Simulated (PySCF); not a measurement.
Working out the ionisation energy of Ne⁺

Ne⁺ [He] 2s2 2p5 (2P) → Ne²⁺ [He] 2s2 2p4 (3P). All numbers are calculated (PySCF 2.14, scalar relativity by spin-free X2C-1e, in x2c-SVPall (3s2p1d, 14 functions)). Frozen: 1s2. Energies in hartree (1 hartree = 27.21139 eV):

```csv
part,Ne⁺ (lower),Ne²⁺ (upper)
UHF,-127.784751,-126.332189
CCSD correlation,-0.140861,-0.102064
(T),-0.001056,-0.000664
```

Problem. What does Hartree-Fock give?

Solution. (-126.332189) − (-127.784751) = 1.452562 hartree = 39.526 eV.

Problem. What do CCSD and CCSD(T) give?

Solution. The CCSD correlation energies differ by 0.038797 hartree = 1.056 eV and the triples by 0.000392 hartree = 0.011 eV, so CCSD gives 40.582 eV and CCSD(T) 40.593 eV.

Reference: 40.963 eV (measured; NIST Atomic Spectra Database, ionization energies), between the lowest levels; spin-orbit coupling is absent from the calculation.

A double-zeta basis recovers only part of the correlation energy.

What remains against the reference includes basis incompleteness, the frozen core and higher excitations.
